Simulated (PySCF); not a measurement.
Isomers of C4H8ClSi (doublet state), one GFN2-xTB conformer each. Single-point energies are computed at B3LYP/pcH-1 (PySCF, gas phase, no added dispersion term), electronic only. GFN2-xTB treats the open shell by occupation alone, and not every SCF solution was tested for stability.

```json
{"SMILES": "[CH2]C/C(Cl)=C\\[SiH3]", "GFN2-xTB relative energy (kJ/mol)": "97.9"}
{"SMILES": "C[CH]/C(Cl)=C\\[SiH3]", "GFN2-xTB relative energy (kJ/mol)": "0.0"}
```

Conformers: `[CH2:1][CH2:2]/[C:3]([Cl:4])=[CH:5]\[SiH3:6]` (doublet state) with H–C1–C2–C3 105° and -104°, C1–C2–C3–Cl4 179°; `[CH3:1][CH:2]/[C:3]([Cl:4])=[CH:5]\[SiH3:6]` (doublet state) with C1–C2–C3–Cl4 0°.

What does B3LYP/pcH-1 give for the same structures?

```tsv
SMILES	B3LYP/pcH-1 E (Eh)	B3LYP/pcH-1 (kJ/mol)	GFN2-xTB (kJ/mol)	point group
C[CH]/C(Cl)=C\[SiH3]	-906.90530	0.0	0.0	near Cs
[CH2]C/C(Cl)=C\[SiH3]	-906.86779	98.5	97.9	–
```

Both levels put the same isomer lowest.
